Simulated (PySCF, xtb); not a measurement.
CH7NOSi2, SMILES C1N[SiH2]O[SiH2]1.

GFN2-xTB run with xtb at its own geometry gives an orbital gap of 4.71 eV and a dipole moment of 1.80 D.

Coordinates come from a TPSSh-D3(BJ)/def2-SVP optimisation. This is a generated structure with no PubChem entry under its InChIKey; it may be hypothetical. Other conformers were not sampled.

**Question.** What does M06-2X/def2-TZVP (PySCF) give? (An estimate is asked for; the answer gives what the named calculation found.)

**Answer.** gap 9.16 eV (levels -8.20 and 0.96 eV), dipole 2.06 D.
